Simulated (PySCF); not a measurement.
From computed data to an observable: refractive index and permittivity of the vapour

FGaH3N, SMILES [GaH]([F])[NH2].

Geometry optimised at ωB97X-D3(BJ)/def2-TZVP. The values are those of a single conformer.

PBE/def2-TZVPD (PySCF) gives a mean static polarisability of 40.2 bohr³ and a dipole moment of 2.72 D. Take an ideal gas at 298.15 K and 1 bar, whether or not the substance is that volatile.

Problem. Work out n − 1 in the optical limit and the static ε − 1.

Solution. 
Polarisability volume α' = 40.2 × 0.148185 = 5.96 Å³. Number density N = p/kT = 2.43e-5 Å⁻³.
Dilute limit of Lorentz–Lorenz: n − 1 = 2π N α' = 0.00091.
Orientation term of Debye: μ²/(3kT) = 8.098 Å³ × μ²(D²) = 59.91 Å³.
ε − 1 = 4π N (α' + μ²/3kT) = 0.020. Orientation of the dipole supplies 91 % of the static response; it can't follow optical fields. Vibrational polarisation and dispersion are left out.
